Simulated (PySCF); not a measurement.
Simulated absorption spectrum

Species: C₇H₉N.
Atom-mapped SMILES: `[CH3:1][C:2]1=[CH:3][CH2:4][C@H:5]([C:6]#[N:7])[CH2:8]1` (hydrogens: H9, H10, H11 on C1; H12 on C3; H13, H14 on C4; H15 on C5; H16, H17 on C8)

Method used: TDDFT PBE0/def2-SVPD, vertical, gas phase, core orbitals frozen in the response (PySCF 2.14.0, density-fitted response routines). The structure is a single GFN2-xTB conformer in the gas phase; no vibrational or solvent corrections.

Broadening: Gaussians 0.4 eV wide at half height, area fixed by f = 4.319×10⁻⁹ ∫ε dν̃. The width is an assumption, not a result. The curve ends short of the highest state used, and states not computed would add to its high-energy end.

λ (nm), ε (L mol⁻¹ cm⁻¹) and a bar:
```
    177.6      17891 ##############################
    178.3      17870 ##############################
    179.0      17426 #############################
    179.7      16595 ############################
    180.4      15437 ##########################
    181.1      14034 ########################
    181.8      12473 #####################
    182.5      10843 ##################
    183.2       9224 ###############
    183.9       7683 #############
    184.6       6269 ###########
    185.3       5014 ########
    186.0       3933 #######
    186.7       3029 #####
    187.4       2292 ####
    188.1       1706 ###
    188.8       1252 ##
    189.5        908 ##
    190.2        654 #
    190.9        470 #
    191.6        340 #
    192.3        250 
    193.0        189 
    193.7        149 
    194.4        122 
    195.1        104 
    195.8         92 
    196.5         83 
    197.2         76 
    197.9         70 
    198.6         64 
    199.3         58 
    200.0         52 
    200.7         46 
    201.4         41 
    202.1         35 
    202.8         30 
    203.5         25 
    204.2         21 
    204.9         17 
    205.6         14 
    206.3         11 
    207.0          9 
    207.7          7 
    208.4          5 
    209.1          4 
    209.8          3 
    210.5          2 
    211.2          2 
    211.9          1 
    212.6          1 
    213.3          1 
    214.0          0 
    214.7          0 
    215.4          0 
    216.1          0
```

Question: Where are the band maxima, and which computed states make them?

Answer: 178 nm (6.97 eV), ε about 18000, made up of S2 (31%) and S3 (68%) (ε in L mol⁻¹ cm⁻¹; maxima over ε = 5, shares over 10%). The states used: S1 6.34 eV (f 0.0011); S2 6.93 eV (f 0.085); S3 6.98 eV (f 0.180); S4 7.30 eV (f 0.024); S5 7.40 eV (f 0.0021); S6 7.58 eV (f 0.0089).

Question: On this curve, what absorbance would a 10⁻³ mol/L sample give at 193 nm over a 1 cm path?

Answer: 193 nm is 6.424 eV, where ε is about 190 L mol⁻¹ cm⁻¹, so A = ε c l ≈ 0.19 (Beer–Lambert, with the gas-phase spectrum and the assumed width).

Question: What would ε be at 6.97 eV, the highest of these maxima, with half the width (0.2 eV)?

Answer: About 34300 L mol⁻¹ cm⁻¹ against 17900, a factor of about 1.9; a lone state at its own centre would give exactly 2.

The run took about 1.6 min of CPU time (one thread, shared machine).
